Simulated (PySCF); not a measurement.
C₅H₅F, SMILES [C@H](C#C)(C=C)F.

The structure is a stationary point at PBE0-D3(BJ)/def2-SVP. The structure was generated by enumeration; whether it is a known compound was not checked. One conformer was computed; it need not be the lowest.

Two levels are set side by side: PBE/def2-TZVP (PySCF) and r2SCAN/def2-TZVP (PySCF). Same geometry, gas phase. Differences are taken from unrounded values.

| quantity | PBE |
|---|---|
| orbital gap (eV) | 5.52 |
| highest occupied level (eV) | -6.74 |
| lowest empty level (eV) | -1.22 |
| dipole moment (D) | 1.53 |
| mean polarisability (bohr³) | 59.0 |

### Question
These are the PBE values. What does r2SCAN give? (The exact figures need the calculation; the answer reports its results.)

### Answer

```json
[
 {"quantity": "orbital gap (eV)", "r2SCAN": "5.96", "PBE minus r2SCAN": "-0.44"},
 {"quantity": "highest occupied level (eV)", "r2SCAN": "-6.96", "PBE minus r2SCAN": "0.22"},
 {"quantity": "lowest empty level (eV)", "r2SCAN": "-0.99", "PBE minus r2SCAN": "-0.23"},
 {"quantity": "dipole moment (D)", "r2SCAN": "1.59", "PBE minus r2SCAN": "-0.06"},
 {"quantity": "mean polarisability (bohr³)", "r2SCAN": "58.1", "PBE minus r2SCAN": "0.9"}
]
```

Rough cost on one machine, each run with all the roots and properties that it gave: r2SCAN against PBE about 3 times.
